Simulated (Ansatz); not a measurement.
System: GaH₂ (charge -1, singlet). SMILES of the parent species: [GaH2]
Structure (B3LYP-D3(BJ)/def2-TZVP (Ansatz, a program for electronic structure) minimum search):
```xyz
3

Ga     0.0690     0.0123     0.0207
H     -0.8666    -1.4150    -0.2692
H     -1.2720     1.0336    -0.3733
```
Charge -1, spin multiplicity 1.

Question: Give the harmonic wavenumbers at B3LYP-D3(BJ)/def2-TZVP (Ansatz, finite differences of forces, unscaled).

Answer: 788, 1346, 1346 cm⁻¹. Zero-point energy 5.0 kcal/mol.

Question: From these and the geometry, give the ideal-gas thermochemistry at 298.15 K and 1 atm (rigid rotor, harmonic oscillator).

Answer: Point group C2v, rotational symmetry number 2. Rotational constants 177.4, 162.5, 84.81 GHz. S(trans) 38.73, S(rot) 14.16, S(vib) 0.26, S(elec, spin only) 0.00, S 53.2 cal/(mol K). H(298) - H(0) 2.43 kcal/mol; G - E(el) -8.4 kcal/mol.
